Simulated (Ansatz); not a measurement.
Consider the redistribution: `[F][Ti]([F])([F])[Cl]` + `C[S][SnH2][CH3]` → `C[S][Ti]([F])([F])[Cl]` + `[CH3][SnH2][F]`.

Program: Ansatz. Geometries: PBE0-D4/def2-TZVP. ΔE: electronic, gas phase. CCSD(T)/CBS is the MP2 limit (def2-TZVPP, def2-QZVPP) plus CCSD(T) − MP2 in def2-TZVPP, frozen cores. DFT in def2-TZVPP. B3LYP here is the variant with VWN-RPA as its local correlation; programs differ in this. def2 core potentials past Kr. For Sn, Ti outer-core shells are correlated without core-valence functions, which leaves a few kJ/mol of doubt a bond. Scalar relativity is left out up to krypton. Each species was taken in one conformer, which may not be the lowest.

```csv
level,ΔE (kJ/mol)
PBE0,67.7
B3LYP,61.9
```

What does CCSD(T)/CBS give? (Estimate.)

Computed: +57.7 kJ/mol. The listed levels differ from it by 10.0, 4.2 kJ/mol.

What do rigid-rotor, harmonic-oscillator terms from PBE0-D4/def2-TZVP frequencies (298.15 K, 1 bar) make of the CCSD(T)/CBS value? (Estimate.)

The calculation gave: ΔZPE = -1.3 kJ/mol, ΔH = +57.3 kJ/mol, ΔS = 16 J/(mol·K), ΔG = +52.7 kJ/mol. Modes under 50 cm⁻¹ make the entropy rough.

Largest T1 diagnostic among the species: 0.025, so the coupled-cluster value is less sure than usual.

From PBE to PBE0 (25 % exact exchange), in def2-TZVPP and without D4, ΔE moves by +4.0 kJ/mol. In def2-TZVPP, CCSD(T) changes the Hartree–Fock value by −14.2 kJ/mol (the triples alone add −8.1 kJ/mol) and MP2 by −18.2 kJ/mol. Leaving LDA and LC-ωPBE aside and taking each functional with its dispersion term where it has one, the values, not all of them listed here, spread over 13.9 kJ/mol, from BLYP-D4 to ωB97X-V.
